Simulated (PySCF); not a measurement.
## Stretching BeP

Set-up: Be pcseg-1, P pcseg-1; no relativity (PySCF 2.14). Energies in eV from Be + P in their ground configurations at the same level. State: ⁴Σ⁻ (quartet), unpaired electrons σ ↑, π ↑↑.

```json
{"R (Å)": "1.791", "M06-L": "-0.908"}
{"R (Å)": "1.875", "M06-L": "-1.247"}
{"R (Å)": "1.958", "M06-L": "-1.437"}
{"R (Å)": "2.021", "M06-L": "-1.505"}
{"R (Å)": "2.083", "M06-L": "-1.527"}
{"R (Å)": "2.146", "M06-L": "-1.511"}
{"R (Å)": "2.229", "M06-L": "-1.448"}
{"R (Å)": "2.333", "M06-L": "-1.323"}
{"R (Å)": "2.458", "M06-L": "-1.141"}
{"R (Å)": "2.625", "M06-L": "-0.893"}
```

Q: Put a parabola through the three lowest points of the M06-L curve and estimate Re, k and ωe (reduced mass 6.981 u; 1 eV/Å² = 0.16022 mdyn/Å; ωe = 1302.8·√(k/μ) cm⁻¹).

A: Through R = 2.021, 2.083, 2.146 Å the second-order coefficient is 4.87 eV/Å², so Re ≈ 2.088 Å, k ≈ 1.56 mdyn/Å and ωe ≈ 616 cm⁻¹. A polynomial fit of higher order to the unrounded M06-L energies gives Re = 2.085 Å, k = 1.49 mdyn/Å, ωe = 602 cm⁻¹; anharmonicity and rounding make the difference.

The higher-order fit for each curve: M06-L: Re = 2.085 Å, ωe = 602 cm⁻¹, De = 1.53 eV.

The state was picked by a PBE0 search and need not be the measured ground state.
